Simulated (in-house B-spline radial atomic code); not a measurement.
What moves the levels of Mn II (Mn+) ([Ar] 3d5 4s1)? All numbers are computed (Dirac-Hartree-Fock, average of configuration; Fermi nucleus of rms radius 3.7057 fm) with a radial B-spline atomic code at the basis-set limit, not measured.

Baseline run (computed): total energy -1157.0780 hartree, 1s1/2 at -242.9363 hartree, 4s1/2 at -14.482 eV with <r> = 2.946 bohr.

Scaling the speed of light c (a factor of 100 is close to the non-relativistic limit):

```
c/c0  ΔE (hartree)  4s1/2 level (eV)  4s1/2 <r> (bohr)
0.95      -0.84655          -14.4988             2.943
0.98      -0.32275          -14.4884             2.945
1.02       0.30355          -14.4761             2.948
 1.5        4.3063          -14.3975             2.962
 100        7.6952          -14.3316             2.975
```

Changing the nucleus:

| nucleus | ΔE (eV) |
| --- | --- |
| Gaussian nucleus of rms radius 0.01 fm | -0.0927 |
| Fermi nucleus of rms radius 3.6316 fm | -0.00361 |
| Fermi nucleus of rms radius 3.7798 fm | 0.00368 |

A larger nucleus binds the electrons less, roughly as the density at the nucleus times the change of the nuclear <r²>. A radius of 0.01 fm is nearly a point.

The nuclear charge is raised by 0.1. What does the Hellmann-Feynman theorem predict for the energy, and what is found?

dE/dZ ≈ -Σ<1/r>, which is -110.391 at the start and -110.971 at the end; their mean times 0.1 is -11.068 hartree, and the two runs differ by -11.068 hartree.
